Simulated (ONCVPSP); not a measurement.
## Ba (Z = 56): variants of one ONCV potential

Base potential:

Ba (Z = 56), optimised norm-conserving Vanderbilt (ONCV), made with ONCVPSP 4.0.1 (LDA (Perdew-Wang 92), scalar-relativistic). Core [Kr] 4d10, reference 5s2 5p6 6s1.75 (charge +0.25). Waves: 5s+6s: rc 2.60 bohr, ncon 5, nbas 9, qcut 4.1 1/bohr, 3 projectors, debl 1.4 Ha; 5p: rc 3.20 bohr, ncon 4, nbas 7, qcut 3.6 1/bohr, 1 projector; d scattering state at 0.37 Ha: rc 2.60 bohr, ncon 3, nbas 7, qcut 3.5 1/bohr, local; f scattering state at 0.37 Ha: rc 3.25 bohr, ncon 5, nbas 8, qcut 3.9 1/bohr, 2 projectors, debl 0.6 Ha. Local part: the d channel. Core correction: none.

In the d channel the program set the typed energies aside and used 0.050 Ha.

Cutoffs, loose and tight: the cutoffs (Ha) at which the residual kinetic energy of the hardest occupied pseudo-wave falls to 1 and 0.1 mHa per electron. They do not see the model core or the augmentation charge, which bear on the density cutoff. Test errors are all-electron minus pseudo excitation energies from the reference, over the configurations 5s2 5p6 6s2; 5s2 5p6 6s1; 5s2 5p6 6s0; 5s2 5p6 6s1.5. A dash means not determined; rows that change the core or the reference have their own tests.

For the base: The cutoffs count occupied waves only; projector 2 of the f channel, the hardest unoccupied one, needs 30 Ha at the loose tolerance.

| change | outcome | cutoff, loose | cutoff, tight | bound ghosts | GHOST(+) flags above zero | largest test error (meV) |
| --- | --- | --- | --- | --- | --- | --- |
| base | generated, projector energies reset by the program | 7.0 Ha | 12 Ha | none | s, f | -0.9 |
| f: rc 3.16 | generated, projector energies reset by the program | 7.0 Ha | 12 Ha | none | s, f | -0.9 |
| f: debl 3.35 | generated, projector energies reset by the program | 7.0 Ha | 12 Ha | none | s | -0.9 |
| all radii scaled by about 0.91 (s 2.36, p 2.90, d 2.36, f 2.94 bohr) | generated, projector energies reset by the program | 8.3 Ha | 34 Ha | none | s, f | -0.6 |
| d: rc 3.62 | failed: test_data: rc < rc(lloc) for l = 0. Not allowed. | – | – | – | – | – |
| functional PBEsol | generated, projector energies reset by the program | 7.0 Ha | 12 Ha | none | s, f | -0.7 |
